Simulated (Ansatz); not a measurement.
Steps of a relaxation of CH₇BFNSn with RKS PBE-D4/def2-SVP.

```sh
$ ansatz run in.yaml --threads 4 --pin off --events-out ev --progress --plain --max-ram 10444MiB
```

```yaml
crystal:
  periodic: [false, false, false]
  atoms:
    - {symbol: B, position_ang: [-1.116200, 1.215900, -0.267800]}
    - {symbol: C, position_ang: [-0.578100, -0.111900, 0.274900]}
    - {symbol: N, position_ang: [-0.222800, 0.044000, 1.662000]}
    - {symbol: F, position_ang: [-1.474200, -1.074600, 0.165200]}
    - {symbol: Sn, position_ang: [1.127600, -0.693800, -0.929700]}
    - {symbol: H, position_ang: [-1.915100, 1.881000, 0.403300]}
    - {symbol: H, position_ang: [-1.308800, 1.367600, -1.440100]}
    - {symbol: H, position_ang: [0.168000, -0.872900, 2.018500]}
    - {symbol: H, position_ang: [0.640000, 0.699400, 1.774600]}
    - {symbol: H, position_ang: [2.360500, 0.551600, -0.767500]}
    - {symbol: H, position_ang: [0.620400, -0.863000, -2.560600]}
    - {symbol: H, position_ang: [1.775700, -2.198500, -0.298900]}
basis:
  gaussian: {orbitals: def2-SVP}
hamiltonian: {xc: pbe, dispersion: d4}
relax: {f_tol: 0.03, max_steps: 200}
```

Positions (Å) and forces (eV/Å) along the path, 10 of 37 steps:

```xyz
12
step=1 energy=-11850.8293 eV
B    -1.116    1.216   -0.268   -2.958    0.578   -0.535
C    -0.578   -0.112    0.275    3.023    1.662    1.045
N    -0.223    0.044    1.662    2.108   -0.063    1.646
F    -1.474   -1.075    0.165   -2.453   -1.999   -0.372
Sn    1.128   -0.694   -0.930    0.997   -0.312   -0.431
H    -1.915    1.881    0.403    0.920    0.234    0.208
H    -1.309    1.368   -1.440    0.551    0.222   -0.607
H     0.168   -0.873    2.018   -0.371    0.705   -0.195
H     0.640    0.699    1.775   -1.741   -0.974   -0.319
H     2.361    0.552   -0.767   -0.141   -0.196   -0.077
H     0.620   -0.863   -2.561    0.125   -0.073   -0.278
H     1.776   -2.199   -0.299   -0.059    0.216   -0.086
12
step=2 energy=-11851.3772 eV
B    -1.302    1.156   -0.288   -0.126    1.342   -0.011
C    -0.572   -0.112    0.305    1.235    1.056    0.388
N    -0.228    0.029    1.709    0.918    0.002    0.280
F    -1.473   -1.125    0.192   -1.321   -1.389   -0.174
Sn    1.171   -0.712   -0.977   -0.134    0.114   -0.077
H    -1.849    1.996    0.477    0.363   -0.639   -0.489
H    -1.259    1.415   -1.498   -0.238   -0.317    0.376
H     0.193   -0.863    2.049   -0.211    0.266   -0.110
H     0.564    0.714    1.808   -0.792   -0.337   -0.077
H     2.368    0.523   -0.800    0.125    0.025   -0.068
H     0.679   -0.890   -2.627    0.130   -0.051   -0.034
H     1.785   -2.186   -0.316    0.052   -0.073   -0.004
12
step=6 energy=-11851.9150 eV
B    -1.226    1.227   -0.234    0.231    0.063   -0.110
C    -0.594   -0.089    0.331   -1.114    0.041    0.409
N    -0.319   -0.179    1.734    0.486    0.120   -0.329
F    -1.435   -1.196   -0.037    0.511    0.137    0.124
Sn    1.180   -0.590   -1.008    0.156    0.135   -0.164
H    -1.219    2.290    0.410    0.268   -0.383   -0.368
H    -1.710    1.168   -1.366    0.047    0.051    0.432
H     0.341   -0.946    1.952   -0.185    0.235    0.070
H     0.081    0.715    2.080   -0.278   -0.452   -0.111
H     2.476    0.569   -1.052   -0.051    0.004    0.027
H     0.737   -1.037   -2.616   -0.018    0.010   -0.007
H     1.766   -1.989   -0.159   -0.053    0.038    0.027
12
step=9 energy=-11852.5686 eV
B    -1.079    1.135   -0.310    0.412   -0.189   -0.073
C    -0.800   -0.151    0.464   -0.419   -0.175    0.270
N    -0.360   -0.235    1.777   -0.119   -0.038   -0.298
F    -1.351   -1.356    0.042    0.191    0.414    0.328
Sn    1.103   -0.389   -1.073   -0.075    0.224   -0.148
H    -0.698    2.214    0.164    0.110   -0.466   -0.188
H    -1.783    1.104   -1.305    0.093   -0.066    0.082
H     0.330   -0.962    1.992   -0.097   -0.234    0.024
H    -0.062    0.670    2.137   -0.013    0.183    0.130
H     2.465    0.678   -1.063    0.027    0.102   -0.055
H     0.702   -0.975   -2.647    0.024    0.057   -0.071
H     1.611   -1.789   -0.145   -0.135    0.188   -0.002
12
step=12 energy=-11853.1161 eV
B    -0.826    0.919   -0.388    0.030    0.374   -0.341
C    -0.901   -0.203    0.618   -0.500   -0.296    0.615
N    -0.456   -0.209    1.899    0.460   -0.398   -0.167
F    -1.484   -1.381    0.312    0.255    0.134    0.052
Sn    1.062   -0.170   -1.264    0.148   -0.137   -0.049
H    -0.360    1.974    0.035   -0.051   -0.090    0.010
H    -1.633    0.922   -1.308    0.081   -0.028    0.108
H    -0.033   -1.092    2.266   -0.472    0.607   -0.115
H    -0.015    0.668    2.199    0.000   -0.233    0.014
H     2.462    0.860   -1.285   -0.048    0.021   -0.021
H     0.787   -0.833   -2.841    0.008    0.022    0.002
H     1.475   -1.509   -0.209    0.089    0.024   -0.108
12
step=22 energy=-11853.2530 eV
B    -0.611    0.853   -0.339   -0.047   -0.030    0.068
C    -0.904   -0.232    0.704   -0.005    0.059    0.038
N    -0.595   -0.217    2.005   -0.026   -0.071   -0.044
F    -1.511   -1.379    0.376    0.025    0.036    0.036
Sn    1.169   -0.158   -1.422    0.087    0.003   -0.102
H    -0.188    1.894    0.148    0.003   -0.024    0.004
H    -1.451    0.914   -1.226    0.032    0.006    0.001
H    -0.720   -1.048    2.593    0.027    0.078   -0.048
H    -0.152    0.615    2.397   -0.020   -0.049   -0.027
H     2.402    1.015   -1.810   -0.085   -0.063    0.012
H     0.662   -0.915   -2.908    0.050    0.018    0.079
H     1.976   -1.397   -0.485   -0.040    0.036   -0.018
12
step=27 energy=-11853.2657 eV
B    -0.604    0.898   -0.324    0.006    0.015    0.001
C    -0.947   -0.213    0.671    0.009   -0.035    0.014
N    -0.602   -0.284    1.961   -0.003   -0.008   -0.021
F    -1.629   -1.307    0.307    0.011    0.032    0.013
Sn    1.167   -0.146   -1.394   -0.009    0.019   -0.021
H    -0.117    1.887    0.210   -0.007   -0.005    0.002
H    -1.419    1.046   -1.223    0.010    0.000    0.008
H    -0.728   -1.144    2.502   -0.010    0.009   -0.012
H    -0.078    0.490    2.370   -0.007   -0.002   -0.001
H     2.279    1.039   -2.008   -0.025   -0.008   -0.006
H     0.666   -1.152   -2.719    0.012   -0.002    0.009
H     2.088   -1.167   -0.320    0.011   -0.015    0.014
12
step=28 energy=-11853.2666 eV
B    -0.582    0.904   -0.312   -0.024    0.012    0.007
C    -0.946   -0.213    0.669    0.025   -0.011    0.010
N    -0.608   -0.302    1.959   -0.053    0.035   -0.031
F    -1.635   -1.295    0.289    0.014   -0.022   -0.015
Sn    1.172   -0.147   -1.401    0.003    0.003    0.016
H    -0.085    1.880    0.237    0.007    0.000   -0.002
H    -1.395    1.076   -1.207    0.002    0.005   -0.006
H    -0.754   -1.163    2.492   -0.017    0.003    0.020
H    -0.129    0.487    2.394    0.052   -0.027    0.007
H     2.237    1.041   -2.085   -0.005    0.004   -0.006
H     0.663   -1.203   -2.681   -0.006   -0.007    0.001
H     2.139   -1.120   -0.320    0.003    0.005   -0.001
12
step=32 energy=-11853.2724 eV
B    -0.551    0.925   -0.293    0.009   -0.011    0.038
C    -0.969   -0.203    0.654    0.010   -0.008   -0.031
N    -0.641   -0.347    1.941   -0.021   -0.041    0.052
F    -1.713   -1.236    0.244   -0.012    0.002   -0.013
Sn    1.188   -0.138   -1.386   -0.013    0.018   -0.011
H    -0.025    1.866    0.288    0.005    0.009    0.003
H    -1.346    1.150   -1.191   -0.009   -0.001   -0.023
H    -0.852   -1.208    2.453    0.015    0.039   -0.024
H    -0.083    0.379    2.389    0.011    0.008    0.011
H     2.116    1.036   -2.266    0.002   -0.002   -0.003
H     0.666   -1.351   -2.515    0.007   -0.012    0.001
H     2.287   -0.928   -0.282   -0.004    0.000    0.001
12
step=37 energy=-11853.2735 eV
B    -0.533    0.936   -0.279   -0.002    0.003   -0.002
C    -0.977   -0.197    0.648   -0.005   -0.009    0.003
N    -0.659   -0.370    1.935    0.002    0.008   -0.008
F    -1.746   -1.204    0.218    0.003    0.004    0.000
Sn    1.193   -0.132   -1.385   -0.002   -0.007    0.004
H     0.008    1.862    0.315    0.000   -0.001    0.000
H    -1.321    1.186   -1.179    0.003    0.001    0.001
H    -0.889   -1.234    2.430   -0.001   -0.005    0.003
H    -0.081    0.333    2.396    0.001   -0.001    0.001
H     2.054    1.018   -2.357    0.002    0.003   -0.003
H     0.679   -1.422   -2.431    0.000    0.001    0.004
H     2.348   -0.832   -0.278   -0.003    0.003   -0.003
```

It took 47 s on 4 threads of an Arm Neoverse V2 on a shared host, with 0.2 GiB of host memory at the peak.
